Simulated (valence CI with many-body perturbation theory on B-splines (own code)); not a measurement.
Results of a calculation; reference values are marked as such.
## A CI+MBPT run for Xe39+

The program does CI of the valence electrons with many-body perturbation theory for a frozen closed Dirac-Fock core.

Command, and the settings that its task file holds:

```sh
python run_cv.py task.json out
```

```
atom Xe  Z=54  mass_number=132  rms_radius_fm=4.7859
core [Ne]
valence 3s2 3p4
avg = 1
basis = S
breit = 1
cap = 10000
capref = 1200
cscale = 1
de = 0.0
dress = 0
eps = 2e-08
extrap = 1
h = 0.27
hh = 1
l2 = 3
lcore = 6
maxit = 60
n2 = 5
natural = 1
nlev = 21
nno = [3, 3, 3, 2, 1]
nroot = 26
nsp = [3, 3, 2, 1, 0]
pt2 = 1
qed = 1
rpa = 1
s1 = 1
s2 = 1
s3 = 1
screen = 1
tol = 2e-05
whole = 1
```

Task: What became of the run, and why?

Result: It gave no result: the electrons of core and valence do not add up to the charge. The program said: "core and valence hold 16 electrons, the ion has 15".
